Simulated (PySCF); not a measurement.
Isomers of C8H7NSe, from PySCF, PBE0-D3(BJ)/def2-SVP geometry optimisation, gas phase. One conformer each, no zero-point energy, no frequencies.

**Question.** Which is lower in electronic energy at this level?
A. `[CH2:1]=[CH:2][c:3]1[cH:4][c:5]([C:6]#[C:7][CH3:8])[se:9][n:10]1` with C1–C2–C3–C4 179°: A = 1967, B = 525.4, C = 415.7 MHz, dipole 3.00 D
B. `[CH3:1][c:2]1[cH:3][cH:4][c:5]([Se:6][C:7]#[N:8])[cH:9][cH:10]1` with C4–C5–Se6–C7 -1°: A = 2468, B = 519.5, C = 430.4 MHz, dipole 4.42 D

**Answer.** B. That is `Cc1ccc([Se]C#N)cc1`, 46.2 kcal/mol below the other.

| SMILES | mapped SMILES | E (Eh) | relative (kcal/mol) | relative (kJ/mol) | dipole (D) |
| --- | --- | --- | --- | --- | --- |
| Cc1ccc([Se]C#N)cc1 | [CH3:1][c:2]1[cH:3][cH:4][c:5]([Se:6][C:7]#[N:8])[cH:9][cH:10]1 | -2764.08963 | 0.0 | 0.0 | 4.42 |
| C=Cc1cc(C#CC)[se]n1 | [CH2:1]=[CH:2][c:3]1[cH:4][c:5]([C:6]#[C:7][CH3:8])[se:9][n:10]1 | -2764.01603 | 46.2 | 193.2 | 3.00 |

As drawn, the lower has a C≡N group, which the higher lacks; the higher has a C≡C bond and a C=C bond outside aromatic rings, which the lower lacks.
